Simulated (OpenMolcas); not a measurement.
# Ti2+: ligand-field states by method

Ti2+ with 4 ligands (fluoride) in tetrahedral coordination (Td) at 2.04 Å. A charge of +0.5 e stands 2.4 Å behind each ligand. Ligand basis ANO-RCC-VDZP.

| Quantity | Value |
| --- | --- |
| Program | OpenMolcas |
| Basis | ANO-RCC-VTZP [6s5p3d2f1g] |
| Scalar Hamiltonian | DKH2, point nucleus |
| Active space | 2 electrons in 5 orbitals (3d) |
| State averaging | 2S+1 = 3 even, 10 roots; 2S+1 = 1 even, 15 roots |
| Spin-orbit coupling | RASSI with atomic mean-field integrals over the reference wave functions |

I. CASSCF
II. SS-CASPT2, IPEA 0.25 Eh, imaginary shift 0.1 Eh (closed shells correlated: 3s 3p and the ligand valence shells)

Spin-free states (labels of Td) in cm-1, each column counted from its own energy of the first state listed:

```json
{"State": "3A2", "Degeneracy": "1", "I": "0", "II": "0"}
{"State": "3T2", "Degeneracy": "3", "I": "4653", "II": "3470"}
{"State": "3T1", "Degeneracy": "3", "I": "7912", "II": "6970"}
{"State": "1E", "Degeneracy": "2", "I": "12170", "II": "8570"}
{"State": "1T2", "Degeneracy": "3", "I": "16397", "II": "11370"}
{"State": "3T1", "Degeneracy": "3", "I": "17940", "II": "14380"}
{"State": "1A1", "Degeneracy": "1", "I": "19282", "II": "14630"}
{"State": "1T1", "Degeneracy": "3", "I": "20304", "II": "15670"}
{"State": "1E", "Degeneracy": "2", "I": "22330", "II": "18430"}
{"State": "1T2", "Degeneracy": "3", "I": "24180", "II": "19360"}
{"State": "1A1", "Degeneracy": "1", "I": "45116", "II": "32690"}
```

From I to II, I's first state of the same spin (3T2) moves from 4653 to 3470 cm-1, by about -1200 cm-1.

From I to II, I's first state of another spin (1E) moves from 12170 to 8570 cm-1, by about -3600 cm-1.

χT at 300 K: I 1.02, II 1.03 cm3 K/mol.

Roots that are degenerate in the reference are averaged as groups; the widest CASPT2 spread within a group is 750 cm-1 (the 3-fold group of multiplicity 1 near 11400 cm-1 above the lowest state of its run, II). Shifts and gaps below about the spread of the groups concerned are not significant. Over all roots computed the reference weight is 0.75 to 0.78 in II; a low but even weight reflects the number of correlated electrons. Ligand-to-metal charge-transfer states are missing. With no ligand orbital active B as a rule stays too high, so bands that hang on it stand too high and its fall with covalency is understated. Without dynamic correlation the repulsion within the d shell is too large (B by tens of per cent), so at a given field states of lower spin stand too high (holds for I). With metal d orbitals alone and no dynamic correlation the field as a rule comes out too small, by tens of per cent, by up to half for chloride and softer ligands (holds for I). These CASPT2 states fit no ligand-field parameters well, so their order and spin gaps are uncertain (holds for II). With one d shell and no ligand orbital active, 10Dq can be off by tens of per cent for divalent 3d ions, low with halides held by bare charges and at times high in hosts (holds for II). Free-ion shares, where given, are those of the reference states; single-state CASPT2 does not remix them (holds for II). No measured value stands beside these numbers; the geometry is a model, was not optimised and need not be the one that this ion takes.
